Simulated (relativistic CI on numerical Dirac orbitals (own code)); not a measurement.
## Calculated levels, S+

Computed by Dirac-Coulomb-Breit CI, KLI orbitals optimised for each configuration, QED by a radiative potential, valence Slater integrals scaled by 0.85, P86 correlation energy added to each configuration (own radial code, finite nucleus).

Configurations in the expansion (outside the closed core [Ne]): 3s²3p³, 3s3p⁴, 3s²3p²3d, 3s²3p²4s, 3s²3p²4p, 3p⁵, 3s3p³3d, 3s²3p²5s, 3s²3p²4d, 3s²3p²5p, 3s²3p²4f, 3s²3p²6s, 3s²3p²5d, 3s²3p²6p, 3s²3p²5f, 3s²3p²5g, 3s²3p4s4p, 3s²3p²6d, 3s²3p3d4p, 3s3p³4s, 3s²3p3d², 3s²3d³, 3s²3d²4s, 3s²3d²4p, 3s3p3d³, 3s²3d²5s, 3s²3p4s², 3s²3d4s², 3s²4s²4p, 3s3p3d4s², 3s²4s²5s, 3s²3p3d4s, 3s²3d4s4p, 3s3p3d²4s, 3s²3d4s5s, 3p³3d², 3p²3d³, 3p²3d²4s, 3p²3d²4p, 3p²3d²5s, 3s²3p4p², 3s²3d4p², 3s²4s4p², 3s²4p³, 3s3p3d4p², 3s²4p²5s. Double excitations out of closed p, d and f shells are left out; levels of such configurations are missing from the list, as are those of other unlisted configurations, and high levels can miss mixing partners. These lack a partner that the ground configuration has and come out too high: 3s²3p²4d, 3s²3p²5p, 3s²3p²4f, 3s²3p²6s, 3s²3p²5d.

The lowest level is 3s²3p³ ⁴S°3/2, with 97 % of that term; Hund's rules for 3s²3p³ give ⁴S° with J = 3/2, in agreement.

```tsv
No.	Configuration	Term	J	E (cm⁻¹)	%	Next component (%)	jj configuration (%)
1	3s²3p³	⁴S°	3/2	0.0	97	3 3s3p³3d ⁴S°	3p1/2 3p3/2^2 (54)
2	3s²3p³	²D°	3/2	15627.6	96	2 3s3p³3d ²D°	3p1/2 3p3/2^2 (43)
3	3s²3p³	²D°	5/2	15662.2	97	2 3s3p³3d ²D°	3p1/2 3p3/2^2 (97)
4	3s²3p³	²P°	1/2	24081.2	95	2 3p⁵ ²P°	3p1/2 3p3/2^2 (95)
5	3s²3p³	²P°	3/2	24125.6	95	2 3p⁵ ²P°	3p3/2^3 (53)
6	3s3p⁴	⁴P	5/2	86689.6	83	15 3s²3p²3d ⁴P	3s 3p3/2^2 (57)
7	3s3p⁴	⁴P	3/2	87050.9	83	16 3s²3p²3d ⁴P	3s 3p1/2 3p3/2^3 (74)
8	3s3p⁴	⁴P	1/2	87257.7	83	16 3s²3p²3d ⁴P	3s 3p3/2^4 (36)
9	3s3p⁴	²D	3/2	107047.4	64	34 3s²3p²3d ²D	3s 3p1/2 3p3/2^3 (41)
10	3s3p⁴	²D	5/2	107070.4	64	34 3s²3p²3d ²D	3s 3p1/2 3p3/2^3 (43)
11	3s²3p²3d	²P	3/2	115167.1	77	18 3s3p⁴ ²P	3p1/2 3p3/2 3d5/2 (30)
12	3s²3p²3d	²P	1/2	115565.8	77	18 3s3p⁴ ²P	3p3/2^2 3d5/2 (47)
13	3s²3p²4s	⁴P	1/2	117414.4	99		3p1/2^2 4s (48)
14	3s²3p²4s	⁴P	3/2	117691.2	99		3p1/2 3p3/2 4s (90)
15	3s²3p²4s	⁴P	5/2	118137.7	99		3p3/2^2 4s (63)
16	3s²3p²3d	⁴F	3/2	118858.4	98	1 3s²3p²4d ⁴F	3p1/2 3p3/2 3d3/2 (41)
17	3s²3p²3d	⁴F	5/2	118995.7	98	1 3s²3p²4d ⁴F	3p1/2 3p3/2 3d3/2 (56)
18	3s²3p²3d	⁴F	7/2	119192.0	98	1 3s²3p²4d ⁴F	3p1/2 3p3/2 3d5/2 (56)
19	3s²3p²3d	⁴F	9/2	119450.7	98	1 3s²3p²4d ⁴F	3p3/2^2 3d5/2 (63)
20	3s²3p²4s	²P	1/2	120991.1	95	2 3s²3p²3d ²P	3p1/2 3p3/2 4s (67)
21	3s²3p²4s	²P	3/2	121500.3	96	2 3s²3p²3d ²P	3p3/2^2 4s (52)
22	3s²3p²3d	⁴D	1/2	123455.4	99	1 3s²3p²4d ⁴D	3p1/2 3p3/2 3d3/2 (78)
23	3s²3p²3d	⁴D	3/2	123492.8	99	1 3s²3p²4d ⁴D	3p3/2^2 3d3/2 (32)
24	3s²3p²3d	⁴D	5/2	123545.8	98	1 ²F	3p3/2^2 3d3/2 (26)
25	3s²3p²3d	⁴D	7/2	123615.9	96	3 ²F	3p1/2 3p3/2 3d5/2 (59)
26	3s²3p²3d	²F	5/2	125046.3	97	1 3s²3p²4d ²F	3p1/2 3p3/2 3d3/2 (42)
27	3s²3p²3d	²F	7/2	125517.3	96	3 ⁴D	3p3/2^2 3d5/2 (62)
28	3s3p⁴	²S	1/2	126794.1	60	39 3s²3p²3d ²S	3s 3p3/2^2 (39)
29	3s²3p²4s	²D	5/2	130240.1	98	1 3s²3p²3d ²D	3p1/2 3p3/2 4s (63)
30	3s²3p²4s	²D	3/2	130242.0	98	1 3s²3p²3d ²D	3p1/2 3p3/2 4s (61)
```

Energies count from the lowest computed level; ° marks odd parity. Filled j subshells are mostly left out of the jj labels.

The mean weight of the leading LS term, summed over parents, in these 30 levels is 91 %, and that of the leading jj configuration (from the same eigenvectors) 56 %, so LS coupling describes them better.

For a near-neutral ion this model can misplace configurations by up to about 10,000 cm⁻¹ (more where the count of f electrons changes) and terms by 10 to 25 % of their spread. Rates follow the energies as ν³ (E1, M1) or ν⁵ (E2), so they and the lifetimes can be off by large factors. The fine structure of a lone outer electron comes out too small, for d and f at times inverted, and misplaced configurations move strength between like terms. 54 of the 56 excited levels that our extract of the measured tables holds in this range could be paired (the sources list more); they are missed by 7796 cm⁻¹ on average and 10242 at most, and levels without a partner can miss by more.
